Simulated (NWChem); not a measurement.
# Ionisation of iodine monochloride (ClI)

```
Cl
I 1 2.3873
```
Charge 0, spin multiplicity 1.

Program: NWChem. Structure: optimised with B3LYP/def2-SVP with def2 effective core potentials on I, a minimum by its harmonic frequencies.

Basis set: def2-TZVP. The species with one electron less has spin multiplicity 2 and keeps the geometry of the parent. Δ marks differences of total energies (open shells unrestricted). −ε marks an orbital energy of the parent. That orbital need not have the symmetry of the hole or added electron in the Δ rows.

Effective core potentials replace the inner electrons of I; spin-orbit coupling is left out. B3LYP has NWChem's definition, with VWN1-RPA local correlation. No SCF solution was tested for a lower state.

Order these methods by the first vertical ionisation energy they give, lowest first: −ε(HOMO) of B3LYP, ΔTPSS, −ε(HOMO) of PBE, G0W0@PBE0.

−ε(HOMO) of PBE (6.69 eV), −ε(HOMO) of B3LYP (7.66 eV), G0W0@PBE0 (9.98 eV), ΔTPSS (10.12 eV)
